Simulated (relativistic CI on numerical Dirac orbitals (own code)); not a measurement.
## How well does a small relativistic CI reproduce Al V?

Method of calculation: Dirac-Coulomb-Breit CI, KLI orbitals optimised for each configuration, QED by a radiative potential, valence Slater integrals scaled by 0.85, configuration energies shifted to the measured levels that pair with them (semi-empirical) (own radial code, finite nucleus).

Configurations in the expansion (outside the closed core 1s2): 2s2 2p5, 2s 2p6, 2s2 2p4 3s, 2s2 2p4 3d, 2s2 2p4 4d, 2s2 2p4 3p, 2s2 2p4 4s, 2p6 3s, 2s2 2p4 4p, 2s 2p5 3s, 2s2 2p4 4f, 2p6 3p, 2s 2p5 3p, 2p6 3d, 2s2 2p3 3s2, 2s2 2p3 3s 3p, 2s 2p5 3d, 2s2 2p3 3p2, 2s2 2p3 3s 3d, 2s 2p5 4s, 2s2 2p3 3p 3d, 2s 2p5 4p, 2s 2p5 4d, 2s 2p4 3s2, 2s 2p5 4f, 2s2 2p3 3d2. Levels of other configurations are missing.

| Configuration | Term (tabulated) | J | Measured (cm⁻¹) | Computed | Error | Purity (%) |
| --- | --- | --- | --- | --- | --- | --- |
| 2s2 2p5 | 2P° | 3/2 | 0.0 | 0 | 0 | 100 |
| 2s2 2p5 | 2P° | 1/2 | 3442.0 | 3412 | -30 | 100 |
| 2s 2p6 | 2S | 1/2 | 358816.0 | 358816 | 0 | 99 |
| 2s2 2p4 3s | 4P | 5/2 | 751840.1 | 753236 | 1396 | 99 |
| 2s2 2p4 3s | 4P | 3/2 | 753989.5 | 755363 | 1374 | 98 |
| 2s2 2p4 3s | 4P | 1/2 | 755237.4 | 756606 | 1368 | 99 |
| 2s2 2p4 3s | 2P | 3/2 | 764250.4 | 764268 | 17 | 98 |
| 2s2 2p4 3s | 2P | 1/2 | 766792.2 | 766775 | -17 | 99 |
| 2s2 2p4 3s | 2D | 5/2 | 796622.4 | 793872 | -2751 | 99 |
| 2s2 2p4 3s | 2D | 3/2 | 796652.9 | 793902 | -2751 | 99 |
| 2s2 2p4 3s | 2S | 1/2 | 843914.0 | 832299 | -11615 | 97 |
| 2s2 2p4 3d | 4F | 5/2 | 919901.0 | 920465 | 564 | 92 |
| 2s2 2p4 3d | 4F | 3/2 | 920675.0 | 921211 | 536 | 97 |
| 2s2 2p4 3d | 4P | 1/2 | 921415.4 | 921404 | -11 | 99 |
| 2s2 2p4 3d | 4P | 3/2 | 922132.8 | 922144 | 11 | 96 |
| 2s2 2p4 3d | 4P | 5/2 | 923227.2 | 923103 | -124 | 79 |
| 2s2 2p4 3d | 2D | 3/2 | 925432.0 | 926447 | 1015 | 75 |
| 2s2 2p4 3d | 2P | 1/2 | 925894.0 | 926401 | 507 | 98 |
| 2s2 2p4 3d | 2D | 5/2 | 926388.0 | 927594 | 1206 | 91 |
| 2s2 2p4 3d | 2P | 3/2 | 928408.0 | 929050 | 642 | 76 |
| 2s2 2p4 3d | 2S | 1/2 | 960415.0 | 957381 | -3034 | 93 |
| 2s2 2p4 3d | 2P | 3/2 | 960868.0 | 957761 | -3107 | 99 |
| 2s2 2p4 3d | 2P | 1/2 | 961638.0 | 958594 | -3044 | 94 |
| 2s2 2p4 3d | 2D | 5/2 | 962631.0 | 959815 | -2816 | 66 |
| 2s2 2p4 3d | 2D | 3/2 | 963319.0 | 960367 | -2952 | 99 |
| 2s2 2p4 4d | 4P † | 3/2 | 1063650.0 | 1062281 | -1369 | 80 |
| 2s2 2p4 4d | 4P † | 5/2 | 1064050.0 | 1063467 | -583 | 82 |
| 2s2 2p4 4d | 2P | 1/2 | 1065170.0 | 1065753 | 583 | 96 |
| 2s2 2p4 4d | 2D | 5/2 | 1066610.0 | 1067667 | 1057 | 88 |

Measured levels from NIST levels in Kelleher and Podobedova, J. Phys. Chem. Ref. Data 37, 709 (2008); pairs were made by configuration, J and term (by order where the table uses no LS term), so strongly mixed levels may be paired wrongly.

Mean error by configuration (cm⁻¹): 2s2 2p5 -30; 2s 2p6 0; 2s2 2p4 3s -1622; 2s2 2p4 3d -758; 2s2 2p4 4d 820. Over the excited levels the mean absolute error is 1636 cm⁻¹ (28 of the 30 excited levels that our extract of the source holds in range could be paired, and the others can miss by more), and the median relative error of those above 1,000 cm⁻¹ is 0.12 %, both after the shifts were fitted to these levels, so that a configuration with one level shows no error. † marks terms whose computed intervals miss the measured ones by more than a factor of 2.5, or configurations far off the rest, from wrong mixing, a near crossing or a doubtful label or measurement; they are left out of the means.

Configurations whose levels could be paired with our table of measured levels were shifted onto them, all but the ground configuration, by the median error of their levels; single terms can still be off by 1,000 to 2,000 cm⁻¹ or more, and rates follow the energies as ν³ (E1, M1) or ν⁵ (E2). The others borrow a shift and can be off by several thousand cm⁻¹ or more. 28 of the 30 excited levels that our extract of the measured tables holds in this range could be paired (the sources list more); they are missed by 1589 cm⁻¹ on average and 11615 at most, after the shifts were fitted to these levels, and levels without a partner can miss by more.

Shifts applied (cm⁻¹): 2s2 2p5 0; 2s 2p6 -18527; 2s2 2p4 3s -1227; 2s2 2p4 3d -2242; 2s2 2p4 4d -2277.
